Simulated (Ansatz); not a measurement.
The cluster Li2I2⁻, relaxed as a quartet with UKS r2SCAN-D4/def2-TZVPD in Ansatz, starting from the r2SCAN-D4/def2-TZVPD geometry of the charge -1 doublet. Force threshold 0.02 eV/Å.

In the def2 sets I takes a core potential; there is no spin–orbit coupling. The highest occupied level of the charge -1 quartet lies above zero (up to 0.76 eV). The electron is either unbound and held by the finite basis, or the level is raised by self-interaction error. In the quartet, I3 and I4 lie 3.23 Å apart (atoms count from 1), so these atoms are partly bonded to each other. At r2SCAN-D4/def2-TZVPD a doublet of charge -1 lies 3.67 eV below the quartet, each at its own geometry. The structure comes from a short search, and lower isomers may exist.

Start:

Cartesian coordinates in Å:
```
Li 1.074 2.872 -0.641
Li -0.416 -0.905 0.115
I -2.012 -2.759 -0.475
I 1.354 0.793 1.001
```

Problem. Estimate the energy that the relaxation releases and the steps that it takes.

Solution. 122.2 kJ/mol, in 21 steps; 2.6 min on 4 threads of Arm Neoverse V1 on a shared host. The force fell under the threshold at step 14, but the optimiser went on and released 0.027 eV more. No frequencies were taken in this run, so the end may be a saddle point.

Problem. Does the start keep its bonding?

Solution. Bonds formed: I3–I4 (atoms count from 1).

Problem. Predict the relaxed structure.

Solution. 
```xyz
4

Li    0.410    2.402    0.155
Li   -0.317   -0.545   -1.621
I    -1.482   -1.666    0.660
I     1.389   -0.190    0.806
```
Bond lengths (bridged metal pairs left out): 3 × I–Li 2.80 to 2.99 Å; 1 × I–I 3.23 Å.
